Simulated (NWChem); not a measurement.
Molecule: C₄H₄F₂; SMILES C=C(F)C(=C)F

```xyz
10

C      1.3721    -1.2589     0.0000
C      0.1561    -0.7145     0.0000
F     -0.9515    -1.4892     0.0000
C     -0.1561     0.7145     0.0000
C     -1.3721     1.2589     0.0000
F      0.9515     1.4892     0.0000
H      1.4971    -2.3351     0.0000
H      2.2499    -0.6265     0.0000
H     -2.2499     0.6265     0.0000
H     -1.4971     2.3351     0.0000
```
Atoms are numbered in this order, from 1.

Computed with NWChem. All runs use the structure optimised with B3LYP/6-31G* (spherical d). Level: PBE/def2-SVP with SMD (1 M gas to 1 M solution), gas-phase geometry.

| solvent | dielectric constant | solvation free energy (kcal/mol) | cavity-dispersion-structure term (kcal/mol) |
|---|---|---|---|
| water | 78.4 | 2.6 | 5.2 |
| chlorobenzene | 5.70 | -1.7 | 0.5 |
| n-hexane | 1.88 | -1.3 | -0.1 |
| ethylene glycol | 40.2 | 2.0 | 4.6 |
| 2-propanol | 19.3 | -0.7 | 1.8 |
| acetonitrile | 35.7 | -1.2 | 1.4 |
